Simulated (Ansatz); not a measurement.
Start from `CC(O)O[SiH3]` and change one atom or group to get `CC(O)CO`.

Ansatz, PBE0-D4/def2-TZVP geometries, multiplicity 1. Each molecule was computed in one conformer, which needn't be the lowest.

```tsv
property	`CC(O)O[SiH3]`
HOMO energy (PBE/def2-TZVPP) / eV	-6.52
LUMO energy (ωB97M-V/def2-TZVPP) / eV	1.85
size of the dipole moment (PBE/def2-TZVPP) / D	1.21
HOMO–LUMO gap (ωB97M-V/def2-TZVPP) / eV	12.34
size of the dipole moment (ωB97M-V/def2-TZVPP) / D	1.35
HOMO energy (B3LYP/def2-TZVPP) / eV	-7.87
```

(1) Give the same properties after the change, and the shifts. (Best estimate.)

Results:

(1) The calculation gave: 
```csv
property,`CC(O)CO`,shift
HOMO energy (PBE/def2-TZVPP) / eV,-6.00,0.52
LUMO energy (ωB97M-V/def2-TZVPP) / eV,2.26,0.41
size of the dipole moment (PBE/def2-TZVPP) / D,2.29,1.08
HOMO–LUMO gap (ωB97M-V/def2-TZVPP) / eV,12.36,0.02
size of the dipole moment (ωB97M-V/def2-TZVPP) / D,2.41,1.06
HOMO energy (B3LYP/def2-TZVPP) / eV,-7.42,0.45
```

With PBE0 the HOMO rises by 0.44 eV and the LUMO rises by 0.61 eV, so the gap widens by about 0.17 eV. PBE moves the HOMO by 0.52 eV and ωB97M-V by 0.40 eV. Dipoles are sizes alone; their direction can turn.

B3LYP here is the variant with VWN-RPA as its local correlation; programs differ in this.
